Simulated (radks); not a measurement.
Values are calculated unless marked as measured or tabulated.
All-electron atom: Pm in [Xe] 4f(up 5, down 0) 6s2.

Code: a radial shooting solver on a logarithmic mesh with Libxc functionals. Model: non-relativistic Kohn-Sham, PBEsol, spin-polarised, spherical densities, point nucleus; relativity is left out, which matters for an element this heavy.

Energy parts (eV):
part                      energy
total                 -262714.92
kinetic                262624.21
electron-nucleus      -623032.94
Hartree                103608.59
exchange-correlation    -5914.78

Orbitals (lengths in bohr, moments of r in powers of bohr; r(max) is where P^2 peaks; r(90%) holds 90 % of the orbital's charge):
1s up: occ. 1; eigenvalue (eV) -42551.93; r(90%) 0.0442; <1/r> 60.45; <r^4> 1.731e-06; r(max) 0.01650
1s down: occ. 1; eigenvalue (eV) -42551.93; r(90%) 0.0442; <1/r> 60.45; <r^4> 1.731e-06; r(max) 0.01650
2s up: occ. 1; eigenvalue (eV) -6695.105; r(90%) 0.163; <1/r> 14.01; <r^4> 0.0002959; r(max) 0.09056
2s down: occ. 1; eigenvalue (eV) -6695.054; r(90%) 0.163; <1/r> 14.01; <r^4> 0.0002958; r(max) 0.09056
2p up: occ. 3; eigenvalue (eV) -6352.556; r(90%) 0.146; <1/r> 14.03; <r^4> 0.0001895; r(max) 0.07056
2p down: occ. 3; eigenvalue (eV) -6352.528; r(90%) 0.146; <1/r> 14.03; <r^4> 0.0001895; r(max) 0.07056
3s up: occ. 1; eigenvalue (eV) -1454.767; r(90%) 0.404; <1/r> 5.238; <r^4> 0.01134; r(max) 0.2536
3s down: occ. 1; eigenvalue (eV) -1452.901; r(90%) 0.403; <1/r> 5.243; <r^4> 0.01131; r(max) 0.2535
3p up: occ. 3; eigenvalue (eV) -1304.260; r(90%) 0.397; <1/r> 5.175; <r^4> 0.01049; r(max) 0.2407
3p down: occ. 3; eigenvalue (eV) -1302.550; r(90%) 0.397; <1/r> 5.180; <r^4> 0.01045; r(max) 0.2406
3d up: occ. 5; eigenvalue (eV) -1023.583; r(90%) 0.369; <1/r> 5.068; <r^4> 0.007772; r(max) 0.1929
3d down: occ. 5; eigenvalue (eV) -1022.332; r(90%) 0.369; <1/r> 5.072; <r^4> 0.007733; r(max) 0.1928
4s up: occ. 1; eigenvalue (eV) -285.3745; r(90%) 0.899; <1/r> 2.223; <r^4> 0.2845; r(max) 0.5824
4s down: occ. 1; eigenvalue (eV) -281.4340; r(90%) 0.899; <1/r> 2.223; <r^4> 0.2845; r(max) 0.5823
4p up: occ. 3; eigenvalue (eV) -227.9477; r(90%) 0.935; <1/r> 2.129; <r^4> 0.3309; r(max) 0.5900
4p down: occ. 3; eigenvalue (eV) -224.0060; r(90%) 0.935; <1/r> 2.128; <r^4> 0.3313; r(max) 0.5898
4d up: occ. 5; eigenvalue (eV) -126.3964; r(90%) 1.03; <1/r> 1.920; <r^4> 0.4911; r(max) 0.6030
4d down: occ. 5; eigenvalue (eV) -122.4623; r(90%) 1.04; <1/r> 1.919; <r^4> 0.4953; r(max) 0.6027
4f up: occ. 5; eigenvalue (eV) -6.4902; r(90%) 1.68; <1/r> 1.374; <r^4> 4.866; r(max) 0.6221
4f down: occ. 0; eigenvalue (eV) -3.0544; r(90%) 1.84; <1/r> 1.329; <r^4> 9.261; r(max) 0.6247
5s up: occ. 1; eigenvalue (eV) -38.0501; r(90%) 2.19; <1/r> 0.8630; <r^4> 10.04; r(max) 1.361
5s down: occ. 1; eigenvalue (eV) -36.0629; r(90%) 2.23; <1/r> 0.8472; <r^4> 10.73; r(max) 1.376
5p up: occ. 3; eigenvalue (eV) -22.7967; r(90%) 2.52; <1/r> 0.7575; <r^4> 17.65; r(max) 1.492
5p down: occ. 3; eigenvalue (eV) -21.2400; r(90%) 2.58; <1/r> 0.7392; <r^4> 19.39; r(max) 1.515
6s up: occ. 1; eigenvalue (eV) -3.4208; r(90%) 6.68; <1/r> 0.2732; <r^4> 858.4; r(max) 3.924
6s down: occ. 1; eigenvalue (eV) -3.2715; r(90%) 6.84; <1/r> 0.2662; <r^4> 943.7; r(max) 4.031

The highest occupied level is 6s down at -3.272 eV. The electron density at the nucleus is 1.611e+05 e/bohr^3. Summed over all electrons, <r^2> = 90.90 bohr^2, which gives a Langevin (diamagnetic) susceptibility term of -72 x 10^-6 cm^3/mol. Virial ratio -V/T = 2.00035.
